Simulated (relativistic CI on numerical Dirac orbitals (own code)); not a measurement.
## Hyperfine structure of Ru25+, mass number 99

Calculated at this level of theory: Dirac-Coulomb-Breit CI, separate exchange-only KLI orbitals for each configuration, model QED (radiative potential, 1s self-energy scaled to tabulated hydrogen-like ionisation energies), unscaled Slater integrals (own radial code, finite nucleus).

Configurations in the expansion (outside the closed core [Ne]): 3s²3p⁶3d, 3s²3p⁵3d², 3s3p⁶3d², 3s²3p⁶4s, 3s²3p⁶4p, 3s²3p⁶4d, 3s²3p⁶4f, 3s²3p⁵3d4s, 3s²3p⁵3d4p, 3p⁶3d³, 3p⁵3d⁴. Double excitations out of closed p, d and f shells are left out; levels of such configurations are missing from the list, as are those of other unlisted configurations, and high levels can miss mixing partners. These lack a partner that the ground configuration has and come out too high: 3s²3p⁵3d4s, 3s²3p⁵3d4p.

Nuclear spin I = 5/2, μ = -0.641 μN, Q = 0.079 b (tables of Stone and Pyykkö). The electronic factors are computed for point nuclear moments, without core polarisation or the Bohr-Weisskopf and QED corrections.

```tsv
Level	E (cm⁻¹)	A (MHz)	B (MHz)
3s²3p⁶3d ²D3/2	0	-3911	746
3s²3p⁶3d ²D5/2	47370	-1650	1010
3s²3p⁵3d² ⁴D°1/2	973902	-1494	
3s²3p⁵3d² ⁴D°3/2	983570	-3495	1380
3s²3p⁵3d² ⁴D°5/2	1006201	-3281	947
3s²3p⁵3d² ⁴G°9/2	1050870	-4064	-4140
3s²3p⁵3d² ⁴G°11/2	1066586	-3508	-4010
3s²3p⁵3d² ⁴P°5/2	1075896	-3326	1120
```

Levels with J = 0, under 50 % of one LS term, or S terms without an open s electron are left out. Small factors come from cancelling terms and can be off by tens of per cent or more.

At this charge energies of transitions that change n are usually good to better than 1 %, and those within a shell (Δn = 0) to a few per cent.

Give the hyperfine levels of 3s²3p⁶3d ²D3/2 relative to its centre of gravity.

With K = F(F + 1) − I(I + 1) − J(J + 1), E = AK/2 + B[¾K(K + 1) − I(I + 1)J(J + 1)]/[2I(2I − 1)J(2J − 1)]: F = 1: 21050, F = 2: 12640, F = 3: 567.5, F = 4: -14480 MHz.

LS names give the leading component of a level, which can be under half, so a name can repeat, a term be missing and a line seem to break the LS rules.
